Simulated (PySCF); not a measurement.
Isomers of C5H3NO, one GFN2-xTB conformer each. Single-point energies are computed at PBE0/pcSseg-1 (PySCF, gas phase, no added dispersion term), electronic only.

```csv
SMILES,GFN2-xTB relative energy (kJ/mol)
C#CC#CC(N)=O,215.3
C#Cc1cnoc1,171.3
N#Cc1ccco1,4.5
N#Cc1ccoc1,0.0
```

Conformers: `[CH:1]#[C:2][C:3]#[C:4][C:5]([NH2:6])=[O:7]` with C4–C5–N6–H 0° and 180°.

Question: What does PBE0/pcSseg-1 give for the same structures?

Answer: 
```json
{"SMILES": "N#Cc1ccoc1", "PBE0/pcSseg-1 E (Eh)": "-321.86088", "PBE0/pcSseg-1 (kJ/mol)": "0.0", "GFN2-xTB (kJ/mol)": "0.0", "point group": "Cs"}
{"SMILES": "N#Cc1ccco1", "PBE0/pcSseg-1 E (Eh)": "-321.85814", "PBE0/pcSseg-1 (kJ/mol)": "7.2", "GFN2-xTB (kJ/mol)": "4.5", "point group": "Cs"}
{"SMILES": "C#CC#CC(N)=O", "PBE0/pcSseg-1 E (Eh)": "-321.78269", "PBE0/pcSseg-1 (kJ/mol)": "205.3", "GFN2-xTB (kJ/mol)": "215.3", "point group": "Cs"}
{"SMILES": "C#Cc1cnoc1", "PBE0/pcSseg-1 E (Eh)": "-321.77456", "PBE0/pcSseg-1 (kJ/mol)": "226.6", "GFN2-xTB (kJ/mol)": "171.3", "point group": "Cs"}
```

Both levels put the same isomer lowest; measured from each level's own lowest isomer, the values differ by up to 55.3 kJ/mol (C#Cc1cnoc1: 171.3 against 226.6). As drawn, the lowest has a C≡N group, which the highest lacks; the highest has a C≡C bond and an N–O linkage, which the lowest lacks. Neighbours under 10 kJ/mol apart (N#Cc1ccoc1 and N#Cc1ccco1) can change places with a better method, another conformer or zero-point energy.

Question: Which frontier levels, dipoles and rotational constants go with these structures?

Answer: 
```json
{"SMILES": "N#Cc1ccoc1", "HOMO (eV, PBE0/pcSseg-1)": "-7.54", "LUMO (eV)": "-1.04", "dipole (D)": "3.99", "A, B, C (MHz)": "9482, 1968, 1630"}
{"SMILES": "N#Cc1ccco1", "HOMO (eV, PBE0/pcSseg-1)": "-7.41", "LUMO (eV)": "-1.43", "dipole (D)": "4.76", "A, B, C (MHz)": "9303, 2058, 1685"}
{"SMILES": "C#CC#CC(N)=O", "HOMO (eV, PBE0/pcSseg-1)": "-7.69", "LUMO (eV)": "-1.87", "dipole (D)": "4.00", "A, B, C (MHz)": "11496, 1121, 1021"}
{"SMILES": "C#Cc1cnoc1", "HOMO (eV, PBE0/pcSseg-1)": "-7.43", "LUMO (eV)": "-1.03", "dipole (D)": "2.50", "A, B, C (MHz)": "9803, 1942, 1621"}
```

Question: As an exercise, what shares would exp(−E/RT) give at 298.15 K from these electronic energies alone (no entropy, no degeneracies)?

Answer: RT = 2.479 kJ/mol: N#Cc1ccoc1 94.8 %, N#Cc1ccco1 5.2 %, C#CC#CC(N)=O under 0.1 %, C#Cc1cnoc1 under 0.1 %.
